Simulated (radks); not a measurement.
Coulomb parameter of the 4f shell of the gadolinium ion Gd3+ in the model configuration [Xe] 4f6 6p1, as a second difference U = [E(n + 0.25) + E(n - 0.25) - 2 E(n)] / (0.25)^2 with all orbitals relaxed. "Bare": the charge of the atom changes with n. "Screened": the 6p shell takes up the change at fixed total charge, which measures U(4f,4f) + U(6p,6p) - 2 U(4f,6p). All-electron calculation, Dirac Kohn-Sham, PBEsol, spin-unpolarised, spherical densities, point nucleus; open shells are shared between the two j in proportion to 2j + 1. Program: a radial shooting solver on a logarithmic mesh with Libxc functionals.

case	configuration	E - E(n) (eV)
start	[Xe] 4f6 6p1	0.000
bare +0.25	[Xe] 4f6.25 6p1	-10.666
bare -0.25	[Xe] 4f5.75 6p1	11.920
screened +0.25	[Xe] 4f6.25 6p0.75	-6.029
screened -0.25	[Xe] 4f5.75 6p1.25	6.625

U(bare) = 20.061 eV, U(screened by 6p) = 9.545 eV.
